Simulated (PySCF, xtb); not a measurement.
C₄H₄N, SMILES C1=C[N]C=C1 (connectivity only; charge and spin as stated), charge -1, multiplicity 1.

GFN2-xTB run with xtb 6.7.1 at its own geometry gives an orbital gap of 5.43 eV.

Coordinates come from a B3LYP-D3(BJ)/def2-SVPD optimisation. The spin state was assumed, not searched. The isomer is the one that the SMILES or the coordinates give; other isomers of the formula were not compared.

Problem. What does M06-2X/def2-SVPD (PySCF) give? (An estimate is asked for; the answer gives what the named calculation found.)

Solution. gap 6.86 eV (levels -1.26 and 5.60 eV).
